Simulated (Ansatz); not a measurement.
Relaxation of Cl2F2H3SiZr (9 atoms, charge 0, multiplicity 2), to a largest force component of 0.03 eV/Å in at most 50 steps.

All numbers below come from UKS PBE/def2-SVP (Ansatz 0.2.0).

```xyz
9
Properties=species:S:1:pos:R:3
Zr 0.031 -0.052 -0.661
F -0.032 0.055 2.512
Cl 2.377 -0.021 -0.817
F -0.906 1.571 -0.330
Cl -1.169 -2.069 -0.817
Si -0.015 0.026 4.136
H -0.779 -1.182 4.590
H 1.413 -0.051 4.587
H -0.663 1.282 4.635
```

Problem. Where does it end, and by what steps?

Solution. The forces met the threshold. The force dipped under the threshold on the way, but the program's further checks kept it going. After 5 steps the energy has fallen by 0.057 eV; F4 moved furthest, 0.33 Å. Joined: Zr1–F2 (3.18 → 2.71 Å).

| step | energy less start (eV) | largest force component (eV/Å) | accepted |
| --- | --- | --- | --- |
| 0 | 0.0000 | 1.125 | yes |
| 1 | -0.0363 | 1.043 | yes |
| 2 | -0.0538 | 0.086 | yes |
| 3 | -0.0551 | 0.024 | yes |
| 4 | -0.0561 | 0.021 | yes |
| 5 | -0.0566 | 0.015 | yes |

```xyz
9
Properties=species:S:1:pos:R:3
Zr 0.046 -0.078 -0.384
F -0.046 0.078 2.320
Cl 2.380 -0.029 -0.705
F -0.888 1.541 0.001
Cl -1.163 -2.075 -0.700
Si -0.024 0.040 3.994
H -0.789 -1.175 4.415
H 1.411 -0.040 4.411
H -0.671 1.298 4.481
```

The run took 12 s on 4 threads of INTEL(R) XEON(R) PLATINUM 8581C CPU @ 2.30GHz (Emerald Rapids) (shared host), peak memory 0.27 GiB.
